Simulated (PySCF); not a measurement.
# A survey of 33S NMR shifts

PySCF 2.14.0 with density-fitted response routines calculation with NMR shieldings at PBE0/pcSseg-1/GIAO and GFN2-xTB structure; no relativistic terms, one conformer, one averaged value for each set of equivalent atoms, no solvent.

Shieldings were converted by a linear fit to measured shifts: 33S (scatter 33.3 ppm rms vs sulfate, solution or neat liquid). A few per cent of atoms miss by over 2 rms, more outside the fitted compound classes.

(1) Give the 33S shifts of `CC(C)[C@@H]1SCS[C@H]1F`, `C#CC[P@@H](C)=S`, `O=S1(=O)C=Cc2ccccc21`.

(2) Order these by 33S shift, lowest first.
A. F[Si@H](SC[SiH3])C1CC1
B. CN(C)c1snnc1[SiH3]
C. CC[Si@H](O)S
D. CC1=C(C)[PH]1=S
E. CS(=O)(=O)CCN

## Answers

(1) 
```csv
compound,environment,δ (ppm)
[CH3:1][CH:2]([CH3:3])[C@@H:4]1[S:5][CH2:6][S:7][C@H:8]1[F:9],S7: sulfide sulfur,-216
[CH3:1][CH:2]([CH3:3])[C@@H:4]1[S:5][CH2:6][S:7][C@H:8]1[F:9],S5: sulfide sulfur,-246
C#CC[P@@H](C)=S,sulfur bonded to P,-532
O=S1(=O)C=Cc2ccccc21,sulfone sulfur,-4
```

(2) D (-575 ppm, sulfur bonded to P), C (-519 ppm, sulfur bonded to Si, H), A (-442 ppm, sulfur bonded to C, Si), E (-29 ppm, sulfone sulfur), B (135 ppm, aromatic ring sulfur).
